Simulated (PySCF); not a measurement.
C₆ coefficients of unlike pairs at UHF

Calculated with PySCF 2.14 from the dipole response of each species, C₆(A,B) = (3/π) ∫ α_A(iu) α_B(iu) du, in atomic units, from isotropic polarisabilities. For ions this is the dispersion term alone; charge-induced terms of lower order in 1/R come first.

| species | configuration | basis | relativity | α (bohr³) | C₆ (like pair) |
| --- | --- | --- | --- | --- | --- |
| Ne⁺ | [He] 2s2 2p5 (2P) | aug-cc-pVTZ-DK (5s4p3d2f) | spin-free X2C | 1.236 | 2.151 |
| Cl³⁺ | [Ne] 3s2 3p2 (3P) | aug-cc-pVQZ-DK (7s6p4d3f2g) | spin-free X2C | 4.452 | 12.16 |
| Co³⁺ | [Ar] 3d6 (5D) | aug-cc-pwCVTZ (10s9p7d4f3g) | none | 1.586 | 3.784 |
| Ar²⁺ | [Ne] 3s2 3p4 (3P) | x2c-TZVPPall with one added diffuse shell each of s, p, d type (6s6p4d1f) | spin-free X2C | 4.772 | 16.74 |

Estimate C₆ for Co³⁺ with Ne⁺.

The integral gives 2.844. The combination rule 2 C_A C_B / (C_A α_B/α_A + C_B α_A/α_B) gives 2.852 and the geometric mean 2.853.

No spin-orbit coupling is included.

The other pairs:

| pair | C₆ |
| --- | --- |
| Cl³⁺, Ne⁺ | 4.729 |
| Co³⁺, Cl³⁺ | 6.128 |
| Ar²⁺, Co³⁺ | 7.403 |
| Ar²⁺, Ne⁺ | 5.698 |
| Ar²⁺, Cl³⁺ | 14.22 |
